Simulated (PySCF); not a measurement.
This PySCF input asks for the NMR shieldings of `CC(=C)CC#CCB(O)O`, C₇H₁₁BO₂; the geometry comes from GFN2-xTB.

```python
import basis_set_exchange as bse
import numpy as np
from pyscf import gto, dft
from pyscf.prop import nmr

atoms = """
C    -3.215919   -1.264627    0.033936
C    -2.403747   -0.306505    0.446192
C    -2.650091    1.146251    0.182392
C    -1.139255   -0.608432    1.213166
C     0.030310   -0.298433    0.405662
C     0.937786   -0.024604   -0.330089
C     2.115281    0.281969   -1.116432
B     3.467609    0.211114   -0.246272
O     3.478416   -0.132413    1.067514
O     4.633756    0.506878   -0.853392
H    -4.112362   -1.048996   -0.522931
H    -3.021985   -2.305037    0.235028
H    -3.521476    1.287869   -0.451139
H    -1.780925    1.587586   -0.303818
H    -2.810627    1.677378    1.121170
H    -1.110159   -1.664517    1.494110
H    -1.107864   -0.003592    2.126185
H     2.007874    1.277904   -1.552917
H     2.176438   -0.418114   -1.953184
H     2.618293   -0.331227    1.440326
H     5.399729    0.446491   -0.281278
"""
names = dict.fromkeys(["C", "B", "O", "H"], "pcSseg-1")
basis = {el: gto.basis.parse(bse.get_basis(n, elements=[el], fmt="nwchem")) for el, n in names.items()}
mol = gto.M(atom=atoms, basis=basis, charge=0, verbose=0)
mf = dft.RKS(mol, xc="PBE0")
mf.grids.level = 2
mf.grids.alignment = dft.numint.BLKSIZE   # the property module wants whole blocks of grid points
mf.conv_tol = 1e-9
mf.kernel()

calc = nmr.RKS(mf)   # GIAO
C = mf.mo_coeff
Co = C[:, mf.mo_occ > 0]
resp = mf.gen_response(singlet=True, hermi=2)
def vind(x):   # induced exchange potential for any number of trial vectors
    d = np.einsum("pi,xij,qj->xpq", C, 2 * x.reshape(-1, C.shape[1], Co.shape[1]), Co, optimize=True)
    return np.einsum("xpq,pi,qj->xij", resp(d - d.transpose(0, 2, 1)), C, Co, optimize=True).ravel()
mo1, _ = nmr.rhf.solve_mo1(calc, with_cphf=vind)
sigma = calc.kernel(mo1)
for i, s in enumerate(sigma):   # ppm
    print("%2d %-2s %9.2f" % (i, mol.atom_pure_symbol(i), np.trace(s) / 3))
```

**Question.** What does it print?

**Answer.** 
```
 0 C      68.84
 1 C      35.25
 2 C     162.61
 3 C     155.58
 4 C     101.91
 5 C      98.86
 6 C     180.63
 7 B      72.33
 8 O     205.76
 9 O     223.96
10 H      26.61
11 H      26.64
12 H      29.90
13 H      29.17
14 H      30.05
15 H      28.69
16 H      28.92
17 H      29.90
18 H      29.90
19 H      26.12
20 H      27.52
```

These numbers come from an equivalent density-fitted implementation of the same equations, which agrees with the script to about 0.01 ppm for H and up to a few tenths of a ppm for heavy atoms, so last digits may differ.

Size and cost of the density-fitted run: 225 basis functions, 77 s wall time on 1 thread of an Arm Neoverse N1, shared host; peak memory 1 GiB.
